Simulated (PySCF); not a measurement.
A structure optimised at PBE-D3(BJ)/def2-TZVP, used in a PySCF frequency run:

```
Cd
I 1 2.5820
```
Charge +1, spin multiplicity 1.

Question: Write its SMILES, formula and point group.

Answer: [Cd+][I], CdI, C∞v

Question: What are its rotational constants (standard atomic weights)?

Answer: 1.2717 GHz (linear rotor, B only)
